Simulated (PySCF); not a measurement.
## KPb from Hartree–Fock to correlated methods

State: ⁴Σ⁻ (quartet), unpaired electrons σ ↑, π ↑↑. Set-up: basis K def2-SVPD, Pb def2-SVPD with ECP60; scalar-relativistic core potentials; PySCF 2.14. De refers to K + Pb in their high-spin ground configurations, without counterpoise correction. The functionals are run spin-unrestricted. A positive dipole means K(−)Pb(+).

```csv
Level,Re (Å),ωe (cm⁻¹),De (eV),μ (D)
UHF,3.426,120,0.88,-10.91
UHF-MP2,3.381,123,1.21,n/a
UHF-SCS-MP2,3.387,123,1.08,n/a
UHF-CCSD,3.393,121,1.16,n/a
UHF-CCSD(T),3.392,121,1.18,n/a
LDA,3.255,126,1.42,-7.87
PBE,3.349,117,1.20,-8.06
r²SCAN,3.335,124,1.39,-9.39
r²SCANh,3.329,125,1.38,-9.55
PBE0,3.328,123,1.21,-8.98
M06,3.314,126,n/a,-8.92
HSE06,3.334,121,1.21,-8.83
```

Which functional lies closest to UHF-CCSD(T) in De, which farthest, and by how much do they differ from it?

Closest is PBE (-4.3 pm in Re, -3.3 % in ωe, +0.02 eV in De against UHF-CCSD(T) in the same basis), farthest LDA (-13.7 pm in Re, +4.1 % in ωe, +0.24 eV in De). CCSD(T) converges more slowly with the basis than the functionals do and binds too weakly in this one, so the order can change at the basis-set limit.

What does a quarter of exact exchange do here, going from PBE to PBE0?

PBE0 less PBE: -2.1 pm in Re, +5.1 % in ωe, +0.01 eV in De. Exact exchange removes part of the self-interaction that spreads semilocal densities, and in most molecules shortens and stiffens the bond and lowers De; so it does here.

What does the step from GGA to meta-GGA do here, going from PBE to r²SCAN?

r²SCAN less PBE: -1.4 pm in Re, +6.0 % in ωe, +0.19 eV in De. 

Correlated steps freeze 9 core orbitals. Correlated levels converge slowly with the basis: in double zeta they bind strong bonds too weakly, by up to about 1 eV, and carry superposition errors of some tenths. Spin–orbit coupling is left out, which matters for elements this heavy, above all for dissociation energies. The state was picked by a PBE0 search and need not be the measured ground state.

The whole job (state search and all levels along the bond) took about 1.7 min on 1 thread of AMD EPYC 9R45 96-Core (shared host), peak memory 0.8 GiB.
